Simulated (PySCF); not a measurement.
SMILES O=S(=O)=[OH+] (charge +1), B3LYP/def2-SVP optimised geometry.

```
5

O      1.30     1.30     0.00
S      0.67     0.02     0.00
O      1.18    -1.30     0.00
O     -0.88     0.02     0.00
H     -1.30     0.92     0.00
```

Density from B3LYP/def2-TZVP (PySCF 2.14.0) at that geometry.

Minimum of the electron density along straight lines between bonded atoms, close to the bond critical point (lines longer than 1.1 times the sum of covalent radii, or with two minima, are not listed):

```json
[
 {"bond": "O1–S2", "length / Å": "1.429", "ρ at the minimum / e bohr⁻³": "0.311", "∇²ρ there / e bohr⁻⁵": "0.97", "position (fraction from the first atom)": "0.60"},
 {"bond": "S2–O3", "length / Å": "1.423", "ρ at the minimum / e bohr⁻³": "0.315", "∇²ρ there / e bohr⁻⁵": "1.03", "position (fraction from the first atom)": "0.40"},
 {"bond": "S2–O4", "length / Å": "1.553", "ρ at the minimum / e bohr⁻³": "___", "∇²ρ there / e bohr⁻⁵": "___", "position (fraction from the first atom)": "0.40"},
 {"bond": "O4–H5", "length / Å": "0.992", "ρ at the minimum / e bohr⁻³": "0.316", "∇²ρ there / e bohr⁻⁵": "___", "position (fraction from the first atom)": "0.82"}
]
```

Fill in the missing entries.


- S2–O4, ρ at the minimum / e bohr⁻³: 0.252
- S2–O4, ∇²ρ there / e bohr⁻⁵: 0.07
- O4–H5, ∇²ρ there / e bohr⁻⁵: -2.24
